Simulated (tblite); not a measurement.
Species: C4H8ClFSi.
Z-matrix (Å and degrees, GFN2-xTB geometry), rows numbered from 1:
```
C 
C   1  1.3290
C   2  1.5004  1  121.19
Si  2  1.8868  1  123.44  3   179.25
C   4  1.9315  2  109.56  1     8.81
F   5  1.3655  4  111.76  2   -63.87
Cl  5  1.7831  4  107.91  2   177.67
H   1  1.0799  2  121.82  3     0.13
H   1  1.0766  2  122.36  3  -179.26
H   3  1.0884  2  110.21  1  -121.03
H   3  1.0885  2  110.10  1   120.70
H   3  1.0874  2  111.34  1    -0.15
H   4  1.4631  2  112.12  1  -108.86
H   4  1.4656  2  111.79  1   124.74
H   5  1.0932  4  115.92  2    58.33
```

Calculated harmonic vibrations of the isolated species, GFN2-xTB (tblite), most abundant isotopes, no scaling. The method is semi-empirical: single wavenumbers can be off by several per cent or more. Modes of hydrogen on silicon can be 10 to 20 % off. One conformer, not necessarily the lowest.

Harmonic wavenumbers (cm⁻¹): 38.2, 44.2, 88.5, 132.3, 165.9, 224.7, 286.5, 327.1, 361.1, 394.4, 506.8, 578.6, 635.3, 659.6, 681.9, 717.0, 744.8, 761.5, 918.0, 965.2, 1012.1, 1029.5, 1039.9, 1145.9, 1215.8, 1262.5, 1399.6, 1422.7, 1478.2, 1487.8, 1671.9, 2257.1, 2277.9, 2928.1, 3012.7, 3026.9, 3034.8, 3074.8, 3122.6.

A = 3777, B = 880.4, C = 747.5 MHz; mass 138.007 u (most abundant isotopes); point group C1, symmetry number 1.

Task: What is the zero-point energy?

Result: Half the sum of the wavenumbers: 23066 cm⁻¹ = 65.95 kcal/mol.

Task: Give the ideal-gas entropy at 200 K and 1 bar in the rigid-rotor, harmonic-oscillator model (classical rotation).

Result: Translation 38.72, rotation 28.06, vibration 20.47: S = 87.2 cal/(mol K).

Task: And Cp and H(200 K) − H(0)?

Result: Cp = 27.77 cal/(mol K), of which vibrations give 19.82 (their classical limit is 39 R = 77.5); H(200 K) − H(0) = 3.69 kcal/mol without the zero-point energy, 2.10 from vibrations.

Task: Which modes carry the vibrational entropy at 200 K?

Result: 38.2 cm⁻¹: 4.56; 44.2 cm⁻¹: 4.27; 88.5 cm⁻¹: 2.92; 132.3 cm⁻¹: 2.16; 165.9 cm⁻¹: 1.75; 224.7 cm⁻¹: 1.24 cal/(mol K); the other 33 give 3.57 together.

Task: Blend soft modes into free rotors: weight 1/[1 + (100 cm⁻¹/ν̃)⁴] for the oscillator and the rest for a rotor with moment μB/(μ + B), μ = h/(8π²ν), B = 10⁻⁴⁴ kg m². What vibrational entropy results?

Result: 18.24 cal/(mol K) in place of 20.47, which changes −T·S at 200 K by +0.45 kcal/mol.

Hindered rotation and anharmonicity are outside this model. Other conformers, if any are populated, would add a mixing term that is left out. The structure is chiral; the term R ln 2 for an equal mix with its mirror image is left out.

On one thread, Arm Neoverse N1 (aarch64), on a shared host, this took 0.9 s. The figure is for the frequency step alone.
